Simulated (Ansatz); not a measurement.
Start from `B/C=C(/O)F` and change one atom or group (the configuration at the double bond changes too) to get `O/C(F)=C\Br`.

Ansatz, PBE0-D4/def2-TZVP geometries, multiplicity 1. Each molecule was computed in one conformer, which needn't be the lowest.

Scalar relativity is left out up to krypton. Spin–orbit coupling is left out; it splits and shifts lone-pair levels of the heavy atoms by tenths of an eV.

```tsv
property	`B/C=C(/O)F`
HOMO energy (B3LYP/def2-TZVPP) / eV	-7.38
size of the dipole moment (B3LYP/def2-TZVPP) / D	3.06
LUMO energy (PBE/def2-TZVPP) / eV	-2.40
LUMO energy (PBE0/def2-TZVPP) / eV	-1.48
LUMO energy (B3LYP/def2-TZVPP) / eV	-1.70
HOMO–LUMO gap (ωB97M-V/def2-TZVPP) / eV	10.29
```

Task: What does the change do to each property? (An estimate is asked.)

Result: Ansatz gave: 
```csv
property,`O/C(F)=C\Br`,shift
HOMO energy (B3LYP/def2-TZVPP) / eV,-6.68,0.70
size of the dipole moment (B3LYP/def2-TZVPP) / D,0.93,-2.13
LUMO energy (PBE/def2-TZVPP) / eV,-1.16,1.24
LUMO energy (PBE0/def2-TZVPP) / eV,-0.10,1.38
LUMO energy (B3LYP/def2-TZVPP) / eV,-0.39,1.31
HOMO–LUMO gap (ωB97M-V/def2-TZVPP) / eV,11.10,0.81
```

With PBE0 the HOMO rises by 0.71 eV and the LUMO rises by 1.38 eV, so the gap widens by about 0.67 eV. PBE moves the HOMO by 0.83 eV and ωB97M-V by 0.71 eV. Dipoles are sizes alone; their direction can turn.

B3LYP here is the variant with VWN-RPA as its local correlation; programs differ in this.
